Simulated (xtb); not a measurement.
AlF3, charge +1, doublet, from a rough starting geometry (GFN-xTB shapes and energies of metal compounds can be far from the true ones) (a state made from the parent by changing its charge; the spin is typed, not shown lowest); GFN2-xTB (xtb).

The xtb input:
```
$ xtb mol.xyz --gfn 2 --chrg 1 --uhf 1 --opt vtight --json

# file mol.xyz
4

Al    -0.01793971    -0.04417679    -0.00620606
F     -1.42351926    -0.90956288     0.06363824
F      0.00785851     1.54391447    -0.62679375
F      1.36445457    -0.65841008     0.59855065
```

What the program printed (banner, timings and long lists left out):

```
   ID    Z sym.   atoms
    1   13 Al     1
    2    9 F      2-4

           -------------------------------------------------
          |                Calculation Setup                |
           -------------------------------------------------

           -------------------------------------------------
          |                 G F N 2 - x T B                 |
           -------------------------------------------------

          ...................................................
          :                      SETUP                      :
          :.................................................:
          :  # basis functions                  22          :
          :  # atomic orbitals                  21          :
          :  # shells                            9          :
          :  # electrons                        23          :
          :  max. iterations                   250          :
          :  Hamiltonian                  GFN2-xTB          :
          :  restarted?                      false          :
          :  GBSA solvation                  false          :
          :  PC potential                    false          :
          :  electronic temp.          300.0000000     K    :
          :  accuracy                    1.0000000          :
          :  -> integral cutoff          0.2500000E+02      :
          :  -> integral neglect         0.1000000E-07      :
          :  -> SCF convergence          0.1000000E-05 Eh   :
          :  -> wf. convergence          0.1000000E-03 e    :
          :  Broyden damping             0.4000000          :
          :  net charge                          1          :
          :  unpaired electrons                  1          :
          ...................................................

 iter      E             dE          RMSdq      gap      omega  full diag
   1    -14.8120500 -0.148120E+02  0.240E+01    6.75       0.0  T
   2    -14.8204927 -0.844278E-02  0.138E+01    5.83       1.0  T
   3    -14.4951643  0.325328E+00  0.116E+01    3.50       1.0  T
   4    -14.7806888 -0.285525E+00  0.476E+00    4.88       1.0  T
   5    -14.7268590  0.538299E-01  0.464E+00    4.99       1.0  T
   6    -14.8166149 -0.897559E-01  0.258E+00    5.32       1.0  T
   7    -14.8479289 -0.313140E-01  0.131E+00    5.44       1.0  T
   8    -14.8486883 -0.759420E-03  0.985E-01    5.55       1.0  T
   9    -14.8527302 -0.404189E-02  0.438E-01    5.54       1.0  T
  10    -14.8535281 -0.797840E-03  0.220E-01    5.58       1.0  T
  11    -14.8537205 -0.192432E-03  0.850E-02    5.57       1.0  T
  12    -14.8535099  0.210605E-03  0.199E-01    5.59       1.0  T
  13    -14.8537187 -0.208778E-03  0.667E-02    5.58       1.0  T
  14    -14.8537425 -0.238619E-04  0.244E-02    5.58       2.0  T
  15    -14.8537434 -0.871851E-06  0.202E-02    5.58       2.5  T
  16    -14.8537453 -0.195054E-05  0.957E-03    5.58       5.2  T
  17    -14.8537458 -0.422407E-06  0.461E-03    5.58      10.8  T
  18    -14.8537459 -0.120085E-06  0.351E-04    5.58     142.3  T
  19    -14.8537459 -0.338799E-09  0.219E-04    5.58     228.4  T

   *** convergence criteria satisfied after 19 iterations ***

         :::::::::::::::::::::::::::::::::::::::::::::::::::::
         ::                     SUMMARY                     ::
         :::::::::::::::::::::::::::::::::::::::::::::::::::::
         :: total energy             -14.816669357486 Eh    ::
         :: gradient norm              0.029696667773 Eh/a0 ::
         :: HOMO-LUMO gap              5.580380845115 eV    ::
         ::.................................................::
         :: SCC energy               -14.853745791521 Eh    ::
         :: -> isotropic ES            0.210493515021 Eh    ::
         :: -> anisotropic ES         -0.000946587542 Eh    ::
         :: -> anisotropic XC         -0.005348073741 Eh    ::
         :: -> dispersion             -0.001021221124 Eh    ::
         :: repulsion energy           0.037076434035 Eh    ::
         :: add. restraining           0.000000000000 Eh    ::
         :: total charge               1.000000000000 e     ::
         :::::::::::::::::::::::::::::::::::::::::::::::::::::

      -----------------------------------------------------------
     |                   =====================                   |
     |                        A N C O P T                        |
     |                   =====================                   |
     |               Approximate Normal Coordinate               |
     |                Rational Function Optimizer                |
      -----------------------------------------------------------
      -----------------------------------------------------------
     |                   =====================                   |
     |                        A N C O P T                        |
     |                   =====================                   |
     |               Approximate Normal Coordinate               |
     |                Rational Function Optimizer                |
      -----------------------------------------------------------

          ...................................................
          :                      SETUP                      :
          :.................................................:
          :   optimization level         verytight          :
          :   max. optcycles                   200          :
          :   ANC micro-cycles                  20          :
          :   degrees of freedom                 6          :
          :.................................................:
          :   RF solver                   davidson          :
          :   write xtbopt.log                true          :
          :   linear?                        false          :
          :   energy convergence         0.1000000E-06 Eh   :
          :   grad. convergence          0.2000000E-03 Eh/α :
[...]
 * total energy  :   -14.8166694 Eh     change       -0.2273648E-09 Eh
 * total energy  :   -14.8150062 Eh     change        0.1663118E-02 Eh
 * total energy  :   -14.8176032 Eh     change       -0.2596927E-02 Eh
 * total energy  :   -14.8178175 Eh     change       -0.2143589E-03 Eh
 * total energy  :   -14.8178438 Eh     change       -0.2627243E-04 Eh
 * total energy  :   -14.8178473 Eh     change       -0.3525292E-05 Eh
 * total energy  :   -14.8178516 Eh     change       -0.4309335E-05 Eh
 * total energy  :   -14.8178539 Eh     change       -0.2243694E-05 Eh
 * total energy  :   -14.8178551 Eh     change       -0.1224112E-05 Eh
 * total energy  :   -14.8178555 Eh     change       -0.3606866E-06 Eh
 * total energy  :   -14.8178555 Eh     change       -0.3214153E-07 Eh
   *** GEOMETRY OPTIMIZATION CONVERGED AFTER 11 ITERATIONS ***
[...]
          :  accuracy                    1.0000000          :
          :  -> integral cutoff          0.2500000E+02      :
          :  -> integral neglect         0.1000000E-07      :
          :  -> SCF convergence          0.1000000E-05 Eh   :
          :  -> wf. convergence          0.1000000E-03 e    :
          :  Broyden damping             0.4000000          :
          :  net charge                          1          :
          :  unpaired electrons                  1          :
          ...................................................

 iter      E             dE          RMSdq      gap      omega  full diag
   1    -14.8560525 -0.148561E+02  0.424E-05    5.66       0.0  T
   2    -14.8560525  0.564141E-09  0.304E-04    5.66     164.4  T
   3    -14.8560525 -0.570282E-09  0.245E-05    5.66    2040.5  T

   *** convergence criteria satisfied after 3 iterations ***

         :::::::::::::::::::::::::::::::::::::::::::::::::::::
         ::                     SUMMARY                     ::
         :::::::::::::::::::::::::::::::::::::::::::::::::::::
         :: total energy             -14.817855494059 Eh    ::
         :: gradient norm              0.000048365169 Eh/a0 ::
         :: HOMO-LUMO gap              5.656867555355 eV    ::
         ::.................................................::
         :: SCC energy               -14.856052433243 Eh    ::
         :: -> isotropic ES            0.210851149943 Eh    ::
         :: -> anisotropic ES         -0.000944608122 Eh    ::
         :: -> anisotropic XC         -0.005365143432 Eh    ::
         :: -> dispersion             -0.001022097124 Eh    ::
         :: repulsion energy           0.038196939183 Eh    ::
         :: add. restraining           0.000000000000 Eh    ::
         :: total charge               1.000000000000 e     ::
         :::::::::::::::::::::::::::::::::::::::::::::::::::::

           -------------------------------------------------
          |                Property Printout                |
           -------------------------------------------------

    * Orbital Energies and Occupations

         #    Occupation            Energy/Eh            Energy/eV
      -------------------------------------------------------------
         1        2.0000           -1.1626407             -31.6371
         2        2.0000           -1.1403868             -31.0315
         3        2.0000           -1.1403591             -31.0307
         4        2.0000           -0.8838665             -24.0512
         5        2.0000           -0.8552470             -23.2725
         6        2.0000           -0.8552256             -23.2719
         7        2.0000           -0.8508668             -23.1533
         8        2.0000           -0.8508609             -23.1531
         9        1.9992           -0.8448155             -22.9886
        10        1.9678           -0.8412768             -22.8923
        11        1.9677           -0.8412737             -22.8922
        12        1.0653           -0.8355155             -22.7355 (HOMO)
        13                         -0.6276294             -17.0787 (LUMO)
        14                         -0.4556532             -12.3990
        15                         -0.3588826              -9.7657
        16                         -0.3586620              -9.7597
        17                         -0.3575230              -9.7287
        18                         -0.3573945              -9.7252
        19                          0.0553063               1.5050
        20                          0.6328585              17.2210
        21                          0.6335914              17.2409
      -------------------------------------------------------------
                  HL-Gap            0.2078861 Eh            5.6569 eV
             Fermi-level           -0.7848081 Eh          -21.3557 eV

     #   Z          covCN         q      C6AA      α(0)
     1  13 Al       2.016     0.766   154.828    29.859
     2   9 F        0.672     0.078     8.741     3.490
     3   9 F        0.672     0.078     8.741     3.490
     4   9 F        0.672     0.078     8.741     3.490

 Mol. C6AA /au·bohr⁶  :        411.388634
 Mol. C8AA /au·bohr⁸  :      23388.869770
 Mol. α(0) /au        :         40.329056

Wiberg/Mayer (AO) data.
largest (>0.10) Wiberg bond orders for each atom

 ---------------------------------------------------------------------------
     #   Z sym  total        # sym  WBO       # sym  WBO       # sym  WBO
 ---------------------------------------------------------------------------
     1  13 Al   3.631 --     4 F    1.211     2 F    1.210     3 F    1.210
     2   9 F    1.595 --     1 Al   1.210     3 F    0.192     4 F    0.192
     3   9 F    1.595 --     1 Al   1.210     2 F    0.192     4 F    0.192
     4   9 F    1.595 --     1 Al   1.211     3 F    0.192     2 F    0.192
 ---------------------------------------------------------------------------

Topologies differ in total number of bonds
Writing topology from bond orders to xtbtopo.mol

molecular dipole:
                 x           y           z       tot (Debye)
 q only:       -0.032      -0.032       0.014
   full:       -0.032      -0.033       0.014       0.121
molecular quadrupole (traceless):
                xx          xy          yy          xz          yz          zz
 q only:        0.500       0.135       0.331       0.321      -0.584      -0.831
  q+dip:        0.394       0.106       0.261       0.253      -0.460      -0.655
   full:       -1.152      -0.304      -0.760      -0.743       1.342       1.912

optimized geometry written to: xtbopt.xyz

           -------------------------------------------------
          | TOTAL ENERGY              -14.817855494059 Eh   |
          | GRADIENT NORM               0.000048365169 Eh/α |
          | HOMO-LUMO GAP               5.656867555355 eV   |
           -------------------------------------------------

normal termination of xtb
```
